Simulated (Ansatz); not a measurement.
Worked example: the barrier

An elementary step of BNH$_{7}$O$_{2}$F, singlet (BH₃O₂ ([OH][BH][OH]) + NH₃ + HF → BNH₄O₂ ([NH2][B]([OH])[OH]) + HF + H₂; bonds formed: H2–H7, H5–F8; dative contacts that become bonds: B1–N6; bonds broken: B1–H2, H5–N6, H7–F8). “Start” is the structure reached by relaxing down from the saddle towards the reactants; PBE0-D4/def2-TZVP structures. The saddle:

```xyz
12
angstrom
B -0.4083 0.0470 -0.3860
H 0.4651 -1.2786 -0.3572
O -0.0742 0.5614 -1.6305
O -1.6554 -0.4312 -0.0121
H 1.0303 0.2179 1.1913
N 0.2163 0.8899 0.7457
H 1.0438 -1.1929 0.3200
F 1.7917 -0.8226 1.3533
H -0.4460 0.0952 -2.3794
H -2.1117 -0.9490 -0.6758
H 0.6244 1.7433 0.3807
H -0.4760 1.1196 1.4501
```

Ansatz 0.2.0; basis: def2-TZVPP and def2-QZVPP; cores frozen in the correlated methods.

Energies in eV:

| quantity | saddle | start |
| --- | --- | --- |
| Hartree–Fock, triple zeta (X = 3) | -9049.88072 | -9051.31379 |
| Hartree–Fock, quadruple zeta (X = 4) | -9050.31234 | -9051.73879 |
| MP2 correlation, X = 3 | -30.65305 | -30.19485 |
| MP2 correlation, X = 4 | -33.09444 | -32.62061 |
| CCSD(T) correlation, X = 3 | -32.26296 | -31.85698 |

Question: Work out the barrier at the basis limit: extrapolate Hartree–Fock as E(X) = E∞ + A exp(−7.88 √X) and the MP2 correlation as E(X) = E∞ + B X^−2.97 (the exponents that Neese and Valeev fitted for def2-TZVPP and QZVPP), then add CCSD(T) − MP2 in triple zeta.

Answer: Each step is linear, so take the differences first (saddle − start): Hartree–Fock 1.43307 (X = 3) and 1.42645 (X = 4); MP2 correlation -0.45820 and -0.47383; CCSD(T) correlation -0.40598.
Two points give E∞ = E(4) + w [E(4) − E(3)], with w = 1/(exp(7.88 (2 − √3)) − 1) = 0.1377 for Hartree–Fock and w = 1/((4/3)^2.97 − 1) = 0.7407 for the correlation.
Hartree–Fock: 1.42645 + 0.1377 × (-0.00662) = 1.4255 eV.
MP2 correlation: -0.47383 + 0.7407 × (-0.01563) = -0.4854 eV.
CCSD(T) − MP2: -0.40598 − (-0.45820) = 0.0522 eV.
Sum: 1.4255 + (-0.4854) + 0.0522 = 0.9923 eV, or 22.88 kcal/mol. Plain CCSD(T) in triple zeta gives 1.0271 eV, so the larger basis shifts the result by -0.0348 eV.

The T1 diagnostic stays at or below 0.013.

Labels in which every atom is bracketed show which atoms are joined, not bond orders.

For scale, one of the runs: CCSD(T)/def2-TZVPP, 253 basis functions, launched by `ansatz run in.yaml --threads 8 --pin off --events-out ev --progress --plain --max-ram 19148MiB`. Hardware: 8 CPU threads of an Arm Neoverse V1, shared host. Wall time 2.1 min; peak host memory 6.2 GiB.
